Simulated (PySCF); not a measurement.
CH4ClFOSi2, SMILES O=C([SiH2]F)[SiH2]Cl. Heavy atoms are numbered as in [O:1]=[C:2]([SiH2:3][F:4])[SiH2:5][Cl:6]. Hydrogens are named by the atom that carries them.

Coordinates come from a PBE0-D3(BJ)/def2-SVP optimisation. This is a generated structure with no PubChem entry under its InChIKey; it may be hypothetical. The values are those of a single conformer.

Computed with PBE/def2-TZVP in PySCF.

ESP charges are fitted to the potential on shells at 1.4 to 2.0 van der Waals radii. Atomic charges (e), one atom of each kind:

```
atom          IAO  Mulliken  ESP fit  Löwdin
----------  -----  --------  -------  ------
O1          -0.32     -0.20    -0.37    0.17
C2          -0.13      0.03     0.36   -0.53
Si3 (SiH2)   0.97      0.41     0.34    0.21
F4          -0.52     -0.29    -0.23    0.00
Si5 (SiH2)   0.70      0.29     0.07    0.00
Cl6         -0.29     -0.21    -0.11    0.24
H on Si3    -0.11     -0.02    -0.04   -0.03
H on Si5    -0.09      0.00     0.02   -0.02
```

Give the Mayer and Wiberg (Löwdin basis) orders of the bonds. (An estimate is asked for; the answer gives what the named calculation found.)


```tsv
bond	Mayer	Wiberg
O1–C2	1.97	2.73
C2–Si3	0.90	1.06
Si3–F4	1.12	1.72
C2–Si5	0.89	1.08
Si5–Cl6	1.16	1.83
```
